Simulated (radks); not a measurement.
Se XXI, 14 electrons, occupied as [Ne] 3s2 3p2.

Calculated with a radial shooting solver on a logarithmic mesh with Libxc functionals: Dirac Kohn-Sham, PBE, spin-unpolarised, spherical densities, finite nucleus; open shells fill j = l - 1/2 first; Fermi nuclear charge, rms radius 4.14 fm.

Energy parts (eV):
total: -59732.319
kinetic: 61354.115
electron-nucleus: -131358.359
Hartree: 11958.419
exchange-correlation: -1686.493

Orbitals (lengths in bohr, moments of r in powers of bohr; r(max) is where P^2 peaks):
orbital	occ.	eigenvalue (eV)	<r>	r(max)	<1/r>
1s1/2	2	-13336.68	0.04408	0.02880	34.56
2s1/2	2	-2415.633	0.1933	0.1637	7.776
2p1/2	2	-2257.333	0.1662	0.1289	7.726
2p3/2	4	-2214.619	0.1699	0.1319	7.491
3s1/2	2	-874.6057	0.4891	0.4582	3.002
3p1/2	2	-821.4580	0.4747	0.4404	2.940
3p3/2	0	-812.0698	0.4804	0.4463	2.884

The highest occupied level is 3p1/2 at -821.46 eV. For comparison, the ionisation energy in NIST's Atomic Spectra Database is 846 eV (semi-empirical). In exact Kohn-Sham theory the highest level is minus the ionisation energy, but local and semilocal functionals leave it too shallow, through self-interaction and a potential that decays too fast; potentials with the right tail come closer. The density falls to 0.001 e/bohr^3 at r = 1.24 bohr. Summed over all electrons, <r^2> = 1.365 bohr^2, which gives a Langevin (diamagnetic) susceptibility term of -1.08 x 10^-6 cm^3/mol. The electron density at the nucleus is 4.006e+04 e/bohr^3.

Beside tabulated values, note that spin-unpolarised runs miss the spin-polarisation part of the exchange energy of open shells.
